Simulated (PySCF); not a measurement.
Which element holds H most strongly?

CCSD(T) in PySCF with def2-SVPD on every atom (core potentials on Sn, Sb), for the lowest determinant that a PBE0 search found; no spin–orbit coupling. D0 is De less the harmonic zero-point energy.

| M | state (unpaired electrons) | Re (Å) | ωe (cm⁻¹) | D0(MH) (eV) |
| --- | --- | --- | --- | --- |
| B | singlet (closed shell) | 1.243 | 2390 | 3.38 |
| Sn | doublet (π ↑) | 1.784 | 1684 | 2.40 |
| Si | doublet (π ↑) | 1.532 | 2040 | 2.84 |
| Ge | doublet (π ↑) | 1.594 | 1913 | 2.66 |
| Ga | singlet (closed shell) | 1.667 | 1629 | 2.80 |
| Zn | doublet (σ ↑) | 1.600 | 1623 | 1.10 |
| Sb | triplet (π ↑↑) | 1.725 | 1888 | 2.23 |

Order the elements by D0 and give the energy of BH + Ga → GaH + B.

B > Si > Ga > Ge > Sn > Sb > Zn; ΔE = 3.38 − 2.80 = +0.58 eV at CCSD(T)/def2-SVPD. Close neighbours can swap at other levels.

Correlated steps freeze the inner cores (1 to 9 orbitals); shallow outer-core shells are correlated. Correlated levels converge slowly with the basis: in double zeta they bind strong bonds too weakly, by up to about 1 eV, and carry superposition errors of some tenths. Spin–orbit coupling is left out, which matters for elements this heavy, above all for dissociation energies. Where the molecule has an RHF reference, its open-shell atoms are computed with UHF. States were picked by a PBE0 search and need not be the measured ground states.
